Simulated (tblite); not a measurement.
Species: C6H14B2F2.
Geometry (GFN2-xTB, Å), atoms numbered from 1 in this order:
```
atom  x, y, z in Å
C1     1.628    0.712    1.279
B2     1.435   -0.439    0.219
C3     2.700   -1.259   -0.251
C4     0.020   -0.831   -0.367
C5    -1.152    0.163   -0.210
C6    -2.435   -0.508   -0.752
C7    -0.874    1.415   -1.053
B8    -1.436    0.507    1.320
F9    -1.829    1.693    1.750
F10   -1.450   -0.418    2.265
H11    2.298    0.420    2.085
H12    2.088    1.582    0.809
H13    0.698    1.055    1.732
H14    3.426   -0.603   -0.729
H15    2.475   -2.059   -0.952
H16    3.219   -1.701    0.598
H17    0.093   -1.104   -1.423
H18   -0.254   -1.759    0.148
H19   -3.280    0.174   -0.695
H20   -2.675   -1.401   -0.180
H21   -2.290   -0.791   -1.793
H22    0.042    1.898   -0.729
H23   -0.768    1.143   -2.102
H24   -1.690    2.128   -0.960
```

All values are computed: GFN2-xTB (tblite) harmonic vibrations without scaling, gas phase. This tight-binding method is rough: wavenumbers can miss measured ones by several per cent, in bad cases by 10 to 20. One conformer, not necessarily the lowest. The optimisation stopped once no atom felt more than 0.01 eV/Å.

Lowest wavenumbers of the output (negative numbers stand for imaginary wavenumbers):
```
mode    cm-1
  1     -50.4
  2      39.8
  3      60.7
  4      89.8
  5     124.2
  6     131.5
  7     154.8
  8     166.1
  9     201.4
 10     242.2
 11     262.2
 12     273.1
 13     299.8
 14     320.7
 15     342.9
```

Question: Is this structure a minimum?

Answer: Not by this Hessian. 1 mode is imaginary beyond 20i (50i cm⁻¹), so at this level the point lies at or near a first-order saddle. The curvature is small, so loose convergence or finite differences may be the whole cause.

Question: Which atoms move in the imaginary mode?

Answer: 50i: H14 (methyl hydrogen) 36 %, H16 (methyl hydrogen) 33 %, H15 (methyl hydrogen) 13 %. These are shares of the mass-weighted motion.

Question: What is the remedy?

Answer: Step along that mode in both directions, optimise again with tighter thresholds and repeat the frequencies. The zero-point energy of this point (122.8 kcal/mol) counts the 65 real modes alone, and thermal corrections from it aren't those of a minimum.

Hardware: Arm Neoverse N1, one thread, shared host with 64 logical CPUs at a one-minute load of 61. Cost: 1.8 s. The figure is for the frequency step alone.
